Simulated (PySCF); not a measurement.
## Frontier orbitals and the lowest excitations

C5H5Cl3O.
Cartesian coordinates in Å at the GFN2-xTB level; atoms count from 1:
```
atom  x, y, z in Å
C1    -1.8103    0.2686   -0.2833
C2    -0.7382   -0.4460    0.5344
C3     0.6407    0.1646    0.3317
C4     0.9614    1.2762    0.9344
O5     1.1850    2.2593    1.5024
C6     1.6040   -0.5121   -0.5666
Cl7    0.9498   -0.7056   -2.2181
Cl8    3.1180    0.4196   -0.6724
Cl9    1.9999   -2.1540    0.0400
H10   -1.5550    0.2611   -1.3389
H11   -1.9155    1.3007    0.0413
H12   -2.7661   -0.2333   -0.1557
H13   -0.6779   -1.4923    0.2349
H14   -0.9964   -0.4074    1.5938
```

Level of theory: TDDFT PBE0/def2-SVPD, vertical, gas phase, core orbitals frozen in the response in PySCF.

Frontier orbitals with the atoms that hold most of them (Löwdin shares over 4%, at most four atoms; ? is withheld):

```json
{"orbital": "LUMO+2", "ε (eV)": "-0.44", "atoms": "C6 26%, Cl7 21%, Cl9 21%, C4 13%"}
{"orbital": "LUMO+1", "ε (eV)": "-0.79", "atoms": "Cl8 23%, C6 23%, Cl9 19%, Cl7 16%"}
{"orbital": "LUMO", "ε (eV)": "-1.88", "atoms": "?"}
{"orbital": "HOMO", "ε (eV)": "?", "atoms": "C3 35%, O5 19%, C4 18%, Cl9 6%"}
{"orbital": "HOMO-1", "ε (eV)": "-8.86", "atoms": "?"}
{"orbital": "HOMO-2", "ε (eV)": "-9.28", "atoms": "Cl9 46%, Cl8 22%, Cl7 18%"}
{"orbital": "HOMO-3", "ε (eV)": "-9.33", "atoms": "Cl7 46%, Cl8 32%, Cl9 12%"}
```

(1) Give the leading atoms of the HOMO-1.

(2) Give the leading atoms of the LUMO.

(3) What is the HOMO energy, and the HOMO–LUMO gap?

## Answers

(1) Cl9 (bonded to C) 38%; Cl7 (bonded to C) 34%; Cl8 (bonded to C) 26%.

(2) C4 (bonded to C and O) 33%; O5 (bonded to C) 26%; C3 (bonded to 3 C) 8%; C6 (bonded to C and 3 Cl) 7%. By element: carbon 48% or more, oxygen 26%.

(3) ε(HOMO) = -7.34 eV; the gap is 5.46 eV (0.2008 hartree).

**Question.** The HOMO–LUMO gap is 5.46 eV. Where does the response calculation put the lowest singlet, and from which orbitals?

**Answer.** S1 is at 3.52 eV (f = 0.0005), 1.94 eV below the gap, made of HOMO→LUMO (95%). 

**Question.** One configuration dominates each of S1, S2, S4 and S6. Which, and how do the shares of the two leading atoms of either orbital change from the occupied to the empty one?

**Answer.** 
- S1 (3.52 eV, f 0.0005), HOMO→LUMO (95%): C3 35% → 8%, O5 19% → 26%, C4 18% → 33%
- S2 (5.25 eV, f 0.0018), HOMO→LUMO+1 (94%): C3 35% → at most 17%, O5 19% → at most 17%, Cl8 at most 7% → 23%, C6 at most 7% → 23%
- S4 (5.78 eV, f 0.0004), HOMO-1→LUMO (89%): Cl9 38% → at most 7%, Cl7 34% → at most 7%, C4 at most 2% → 33%, O5 at most 2% → 26%
- S6 (6.23 eV, f 0.0090), HOMO-2→LUMO (92%): Cl9 46% → at most 7%, Cl8 22% → at most 7%, C4 at most 4% → 33%, O5 at most 4% → 26%

Löwdin shares depend on the basis, the more so with diffuse functions.

One conformer stands for the species.
